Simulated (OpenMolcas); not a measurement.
# N²⁺: the spin-orbit constant, worked from levels

```
Program             : OpenMolcas
Basis               : ANO-RCC-VTZP [4s3p2d1f]
Scalar Hamiltonian  : DKH3, point nucleus
Active space        : 3 electrons in 4 orbitals (2s 2p)
State averaging     : 2S+1 = 4 odd, 1 root (0 in the spin-orbit step); 2S+1 = 2 odd, 3 roots; 2S+1 = 4 even, 3 roots; 2S+1 = 2 even, 6 roots
Spin-orbit coupling : RASSI with atomic mean-field integrals over the reference wave functions, term energies averaged over their components
```

Methods: CASSCF; SS-CASPT2, IPEA 0.25 Eh, imaginary shift 0.1 Eh (closed shells correlated: 1s). Measured levels: Moore, Selected Tables of Atomic Spectra, NSRDS-NBS 3, section 5.

**The spin-orbit constant.** For the Hund term 2P* of p1, E(J) = (A/2) J(J+1) + constant and ζ = 2S·A = A. From J = 1/2 to J = 3/2 the energy changes by 1.5 A.

| Source | E(3/2) - E(1/2) | A | ζ |
| --- | --- | --- | --- |
| CASSCF | 165.8 | 110.5 | 111 |
| SS-CASPT2 | 165.8 | 110.5 | 111 |
| measured | 174.4 | 116.3 | 116 |

All in cm-1. SS-CASPT2 is off by -4.9 % and CASSCF by -4.9 %. Both methods take the spin-orbit matrix elements from the reference wave functions, so the second can move ζ only through the term energies and any multistate remixing.

Computed and measured levels are paired by configuration, term and J; levels that our copy of the source lacks, or whose pairing is in doubt (as where it misses far off the trend of its configuration), stay unpaired and out of the deviations. Levels of configurations outside the active space are missing.

* marks odd parity.
